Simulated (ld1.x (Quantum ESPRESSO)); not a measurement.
## Varying the TM potential for arsenic

Base potential:

* Element: arsenic (As)
* Generator: ld1.x (Quantum ESPRESSO) 7.5
* Type: norm-conserving Troullier–Martins (Kleinman–Bylander form)
* Functional: PBE
* Relativity: scalar-relativistic
* Frozen core: [Ar] 3d10
* Valence charge: 5
* Reference configuration: 4s2 4p3
* Partial waves: 4p (bound): rc 1.40 bohr; 4d channel at -0.15 Ry: rc 1.50 bohr; 4s (bound): rc 1.20 bohr
* Local potential: the s channel
* Core correction: none

Cutoffs, loose and tight: the cutoffs (Ry, on a coarse ladder) from which the occupation-weighted sum of valence levels, in a spherical-Bessel basis at the reference potential, stays within 10 and 1 mRy of its value at 400 Ry. They do not see the model core or the augmentation charge, which bear on the density cutoff. Test errors are all-electron minus pseudo excitation energies from the reference, over the configurations 4s2 4p2; 4s2 4p1; 4s2 4p0; 4s1 4p3; 4s1 4p4; 4s2 4p3.3; 4s1 4p0. A dash means not determined; rows that change the core or the reference have their own tests.

A true bound ghost makes a file unfit for plane-wave use even where its test errors are small: the radial tests pick states by their node count and pass the ghost by.

```tsv
change	outcome	cutoff, loose	cutoff, tight	bound ghosts	largest test error (meV)
base	generated	80 Ry	180 Ry	p, d	+129
core correction a·sin(br)/r model core inside 0.74 bohr	generated	80 Ry	180 Ry	p, d	-338
type ultrasoft; waves now 4s (bound): rcut 1.05, rcutus 1.20 bohr; 4s channel at 3.35 Ry: rcut 1.05, rcutus 1.20 bohr; 4p (bound): rcut 1.20, rcutus 1.40 bohr; 4p channel at 1.2 Ry: rcut 1.20, rcutus 1.40 bohr; 4d channel at -0.15 Ry: rcut 1.30, rcutus 1.50 bohr; 4d channel at 1.3 Ry: rcut 1.30, rcutus 1.50 bohr; local potential all-electron potential smoothed inside 1.45 bohr (lloc = -1); augmentation PSQ, inside the norm-conserving radii	failed: chargeps: negative rho	–	–	–	–
wave 4s (bound): rc 1.20 bohr becomes 4s (bound): rc 1.46 bohr	generated	50 Ry	100 Ry	p, d	+96
wave 4d channel at -0.15 Ry: rc 1.50 bohr becomes 4d channel at 1.98 Ry: rc 1.50 bohr	generated	80 Ry	180 Ry	p, d	+129
fully relativistic	generated	80 Ry	180 Ry	p3/2, d3/2, d5/2, p1/2	+144
local potential all-electron potential smoothed inside 1.20 bohr (lloc = -1)	generated	80 Ry	180 Ry	d, s	-116
wave 4d channel at -0.15 Ry: rc 1.50 bohr becomes 4d channel at -0.15 Ry: rc 1.76 bohr	generated	80 Ry	180 Ry	d, p	+129
wave 4s (bound): rc 1.20 bohr becomes 4s (bound): rc 1.48 bohr	generated	50 Ry	100 Ry	p, d	+96
```

Task: What comes out with this change to the base: wave 4d channel at -0.15 Ry: rc 1.50 bohr becomes 4d channel at -0.15 Ry: rc 1.06 bohr?

Result: outcome: generated; cutoff, loose: 80 Ry; cutoff, tight: 180 Ry; bound ghosts: p; largest test error (meV): +129.
